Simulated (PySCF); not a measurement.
Deuteron quadrupole couplings in `CS[Si](C)(C)CCF`

C5H13FSSi.
SMILES with atom numbers: `[CH3:1][S:2][Si:3]([CH3:4])([CH3:5])[CH2:6][CH2:7][F:8]` (hydrogens: H9, H10, H11 on C1; H12, H13, H14 on C4; H15, H16, H17 on C5; H18, H19 on C6; H20, H21 on C7)

Structure used (GFN2-xTB), in Å, numbered top down from 1:
```
atom  x, y, z in Å
C1     2.732    1.157   -0.452
S2     1.957    0.867    1.171
Si3    0.165   -0.218    0.576
C4     0.633   -1.751   -0.451
C5    -0.707   -0.657    2.204
C6    -0.919    0.968   -0.479
C7    -2.371    0.530   -0.515
F8    -2.475   -0.771   -0.955
H9     2.041    1.685   -1.101
H10    3.611    1.767   -0.274
H11    3.023    0.208   -0.890
H12    1.104   -1.476   -1.391
H13    1.323   -2.392    0.091
H14   -0.252   -2.332   -0.688
H15   -0.052   -1.229    2.854
H16   -1.008    0.233    2.748
H17   -1.591   -1.256    2.013
H18   -0.545    1.012   -1.503
H19   -0.889    1.982   -0.079
H20   -2.969    1.136   -1.206
H21   -2.821    0.554    0.481
```

Level: PBE0/pcSseg-1 (PySCF, non-relativistic); Q(2H) = 0.00286 b; rigid geometry, the same for H and D, with no vibrational averaging.

Task: Rank these positions by the coupling χzz of a deuteron there, largest first.
A. H20 (methylene hydrogen)
B. H19 (methylene hydrogen)
C. H15 (methyl hydrogen)

Result: C (219 kHz), B (211 kHz), A (194 kHz).

Task: Tabulate Vzz, the asymmetry η and χzz = 234.96 MHz × Q × Vzz for every hydrogen position.

Result: 
```json
{"atom": "H9", "bonded to": "C1", "bond length (Å)": "1.085", "Vzz (au)": "0.3172", "η": "0.03", "χzz (kHz)": "213"}
{"atom": "H10", "bonded to": "C1", "bond length (Å)": "1.085", "Vzz (au)": "0.3183", "η": "0.04", "χzz (kHz)": "214"}
{"atom": "H11", "bonded to": "C1", "bond length (Å)": "1.085", "Vzz (au)": "0.3166", "η": "0.02", "χzz (kHz)": "213"}
{"atom": "H12", "bonded to": "C4", "bond length (Å)": "1.087", "Vzz (au)": "0.3245", "η": "0.01", "χzz (kHz)": "218"}
{"atom": "H13", "bonded to": "C4", "bond length (Å)": "1.086", "Vzz (au)": "0.3240", "η": "0.02", "χzz (kHz)": "218"}
{"atom": "H14", "bonded to": "C4", "bond length (Å)": "1.085", "Vzz (au)": "0.3242", "η": "0.02", "χzz (kHz)": "218"}
{"atom": "H15", "bonded to": "C5", "bond length (Å)": "1.085", "Vzz (au)": "0.3261", "η": "0.01", "χzz (kHz)": "219"}
{"atom": "H16", "bonded to": "C5", "bond length (Å)": "1.086", "Vzz (au)": "0.3248", "η": "0.02", "χzz (kHz)": "218"}
{"atom": "H17", "bonded to": "C5", "bond length (Å)": "1.085", "Vzz (au)": "0.3261", "η": "0.02", "χzz (kHz)": "219"}
{"atom": "H18", "bonded to": "C6", "bond length (Å)": "1.091", "Vzz (au)": "0.3116", "η": "0.03", "χzz (kHz)": "209"}
{"atom": "H19", "bonded to": "C6", "bond length (Å)": "1.090", "Vzz (au)": "0.3135", "η": "0.04", "χzz (kHz)": "211"}
{"atom": "H20", "bonded to": "C7", "bond length (Å)": "1.095", "Vzz (au)": "0.2890", "η": "0.07", "χzz (kHz)": "194"}
{"atom": "H21", "bonded to": "C7", "bond length (Å)": "1.094", "Vzz (au)": "0.2899", "η": "0.07", "χzz (kHz)": "195"}
```

Task: How does χzz go with the bond length over the 13 C–H bonds?

Result: A straight-line fit has a slope of -21.1 kHz for each 0.01 Å, with a correlation coefficient of -0.90, over lengths from 1.085 to 1.095 Å. The longer bonds have the smaller couplings here.

Task: A static deuteron (I = 1) shows a doublet split by (3/2)χ, (3/4)χ(1 + η) and (3/4)χ(1 − η) with the field along z, y and x of the gradient. What are these for H13?

Result: With |χ| = 217.7 kHz and η = 0.016: 327, 166 and 161 kHz, to first order and without motion.

The structure is a single GFN2-xTB conformer in the gas phase; no vibrational or solvent corrections. GFN2-xTB bond lengths can be off by several hundredths of an ångström, more for odd bonds, and the gradients follow them. With a basis this small, the couplings can be 20 % off.
